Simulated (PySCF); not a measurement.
Correlation energy of Br⁺ (bromine, charge +1)

[Ar] 3d10 4s2 4p4, high-spin 3P determinant. All numbers are calculated (PySCF 2.14, the spin-free X2C one-electron Hamiltonian (Gaussian nucleus), in x2c-TZVPPall with one added diffuse shell each of s, p, d type (7s6p5d1f, 57 functions)). Frozen: [Ne]; 24 electrons correlated.

```
  level  correlation energy (mhartree)
   CCSD                        -293.24
    (T)                          -7.18
CCSD(T)                        -300.42
```

Diagnostics: T1 = 0.0047, D1 = 0.0240, largest double amplitude 0.031.

Q: Is a single reference adequate?

A: Yes, within this model without spin-orbit coupling: T1 lies below 0.03 and no double amplitude reaches 0.07.

This basis was not built for core-valence correlation, so the inner-shell part is incomplete.
